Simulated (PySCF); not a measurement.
NMR data simulated for an unnamed compound:

1H NMR (400 MHz, computed): δ 6.79 (t, 1H), 5.27 (d, 2H), 5.15 (s, 2H), 3.83 (s, 3H).

13C{1H} NMR (computed): δ 162.7 (C), 153.8 (CH), 53.9 (CH3).

[PySCF 2.14: GFN2-xTB structure; shielding tensors at PBE0/pcSseg-1 (GIAO); non-relativistic; single conformer; gas phase; fast rotation and ring inversion assumed for equivalent nuclei]

Scale: 1H and 13C against TMS (reference shieldings calculated alike).

Q: Which of these does the molecule contain: a CH3CH2 unit, a non-aromatic C=C double bond, a Si–H bond, a (CH3)2CH unit, a benzene ring?

A: 
- A CH3CH2 unit: no.
- A non-aromatic C=C double bond: yes.
- A Si–H bond: yes (δH 5.27 (d)).
- A (CH3)2CH unit: no.
- A benzene ring: no.

The data belong to SMILES CO[SiH2]/C=C(\Cl)[SiH2]Cl, C3H8Cl2OSi2; they needn't prove each group on their own.

Carbon signals by region: 1 in the far downfield region (above 160 ppm), 1 in the sp2 and nitrile region (100–160 ppm), 1 at 50–100 ppm. Above 160 ppm: 162.7, fully substituted alkene carbon.

Carbons that carry Cl, above all several Cl atoms, come out too deshielded, partly because spin–orbit coupling is missing. Shifts are as computed. Against solution values, carbons near 30 ppm lie about +3 ppm off and those near 130 ppm about +5 ppm; carbons on Cl a further +6 ppm. Of 1211 compounds with measured shifts, 218 miss one by over three times the rms of a fit or turn the order of signals round; such compounds aren't used in these exercises. No couplings were computed; multiplicities are counted from neighbouring protons, with m where these are inequivalent, close in shift, in a saturated or five-membered ring or joined by F or P, and br s for small geminal =CH2 splittings.
